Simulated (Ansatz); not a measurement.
```yaml
crystal:
  periodic: [false, false, false]
  atoms:
    - {symbol: Si, position_ang: [0.020171, -0.045491, -0.005776]}
    - {symbol: Se, position_ang: [-0.018324, 0.069819, 2.209147]}
basis:
  gaussian: {orbitals: def2-TZVP}
hamiltonian: {xc: {name: HF}}
correlation: {method: mp2, frozen_orbitals: {Si: 9}}
accuracy: high
```

```sh
$ ansatz run in.yaml --threads 2 --pin off --events-out ev --progress --plain --max-ram 32768MiB --backend cpu
```

Output, abridged:

```
Functional definition: HF
Error: "frozen_orbitals" has no count for Se
```

Task: Something in this input is off. What?

Result: Frozen orbitals are typed for one element alone, and the program wants a count for each. The input was rejected before any iteration.
